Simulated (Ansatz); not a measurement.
GeI (SMILES [Ge][I]), doublet (typed; the unrestricted solution is spin-contaminated), at a GFN2-xTB geometry (all electrons, no relativity); BLYP/STO-3G (Ansatz, a first-principles code).

Ansatz was given this input:
Ansatz 0.2 input:
```yaml
crystal:
  periodic: [false, false, false]
  atoms:
    - {symbol: Ge, position_ang: [-0.00000000, -0.00000000, -1.58877700]}
    - {symbol: I, position_ang: [0.00000000, 0.00000000, 0.95926159]}
basis:
  gaussian:
    orbitals: STO-3G
    point_charges:
      - {charge: -1.0, position_ang: [3.8531, 1.4502, -1.4629]}
hamiltonian:
  xc: blyp
magnetization: {spin_polarized: true, initial_magnetization: 1}
```

Output, abridged:

```
Functional definition: BLYP
449 factors; integrals over basis functions are off by at most 2.2e-5 eV
mean field evaluation 1: about -242094.2984 eV, gradient 1.1e2 eV
mean field evaluation 2: about -242224.8402 eV, gradient 3.8e1 eV
mean field evaluation 4: about -242256.1981 eV, gradient 5.6e1 eV
mean field evaluation 8: about -242330.2016 eV, gradient 2.9e1 eV
mean field evaluation 16: about -242333.5524 eV, gradient 9.0e-2 eV
mean field evaluation 32: about -242333.5539 eV, gradient 2.9e-5 eV
mean field evaluation 64: about -242331.5594 eV, gradient 1.2e1 eV
mean field evaluation 96: about -242333.5493 eV, gradient 7.0e-2 eV
mean field -242333.55392364 eV, -8905.5938471111 hartree, gradient 1.7e-6 eV, S^2 0.912072; 8 other end points of the search recorded, 0 dependent functions left out
reference -242333.55412603 eV, -8905.5938545491 hartree; 43, 42 occupied and 2, 3 virtual orbitals, 449 factors
Total energy: -242333.55412603 eV, -8905.5938545491 hartree
```
